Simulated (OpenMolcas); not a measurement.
An OpenMolcas run meant for Tb IV (ANO-R3, X2C; inactive shells 1s 2s 2p 3s 3p 3d 4s 4p 4d 5s 5p; intended active space 8 electrons in 7 orbitals (4f)). One step of its input:

```
&CASPT2
Multistate=7 1 2 3 4 5 6 7
Frozen=14 9
IPEA=0.25
Shift=5.0
MaxIter=60
WThr=0.0 0.3 0.05
PrWF=0.5
NoMix
```

The run finished. Its levels beside those of a sound run (SS-CASPT2, IPEA 0.25 Eh, imaginary shift 0.1 Eh (closed shells correlated: 5s 5p)), in cm-1 above each run's lowest level:

```
   Level  This run  Usual run
 4f8 7F6       0.0        0.0
 4f8 7F5      2301       2313
 4f8 7F4      3770       3774
 4f8 7F3      4795       4794
 4f8 7F2      5491       5487
 4f8 7F1      5923       5916
 4f8 7F0      6129       6121
 4f8 5D4     21737      20919
 4f8 5D3     27317      26509
 4f8 5G5     30577      29807
 4f8 5G6     30705      29946
4f8 5L10     30302      29970
 4f8 5G4     30957      30176
 4f8 5D2     31514      30711
```

Problem. Which setting is unsound, and how much does it matter here?

Solution. The level shift is far above the usual 0.1 to 0.3 hartree and damps the second-order energy. Against the sound run the excited levels shown move by 390 cm-1 on average and by 820 cm-1 at most.

Term energies are means over components that CASPT2 splits; among the terms shown or strongly mixed into the levels shown the widest spread is 110 cm-1 (4f8 5L, the sound run). High states are left out of the spin-orbit mixing, which shifts the levels that they would mix with. Only configurations of the active space appear.
